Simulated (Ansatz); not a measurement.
`C[Te][SiH](O)F` + `BF` → `C[Te]BF` + `O[SiH2]F`  (formal exchange of groups at a Te–Si bond)

Calculated with Ansatz (gas phase, PBE0-D4/def2-TZVP geometries, no zero-point term in ΔE). CBS: MP2 limit from def2 TZ/QZ plus the TZ coupled-cluster correction, frozen cores. This one scheme is used for every species. DFT in def2-TZVPP. B3LYP here is the variant with VWN-RPA as its local correlation; programs differ in this. def2 core potentials past Kr. For Te outer-core shells are correlated without core-valence functions, which leaves a few kJ/mol of doubt a bond. Each species was taken in one conformer, which may not be the lowest.

```json
{"level": "PBE0-D4", "ΔE (eV)": "-0.04"}
{"level": "PBE0", "ΔE (eV)": "-0.08"}
{"level": "B3LYP", "ΔE (eV)": "-0.10"}
{"level": "HF/def2-TZVPP", "ΔE (eV)": "-0.01"}
{"level": "SCS-MP2/def2-TZVPP", "ΔE (eV)": "-0.08"}
{"level": "CCSD(T)/def2-TZVPP", "ΔE (eV)": "-0.11"}
{"level": "HF/def2-QZVPP", "ΔE (eV)": "-0.01"}
{"level": "HF/CBS(def2)", "ΔE (eV)": "-0.01"}
```

What does CCSD(T)/CBS give? (Best estimate.)

The calculation gave: -0.05 eV. The listed levels differ from it by 0.01, -0.03, -0.05, 0.04, -0.03, -0.06, 0.04, 0.04 eV.

Largest T1 diagnostic among the species: 0.013.

In def2-TZVPP, CCSD(T) changes the Hartree–Fock value by −0.10 eV (the triples alone add −0.01 eV) and MP2 by −0.07 eV. From PBE to PBE0 (25 % exact exchange), in def2-TZVPP and without D4, ΔE moves by +0.04 eV.
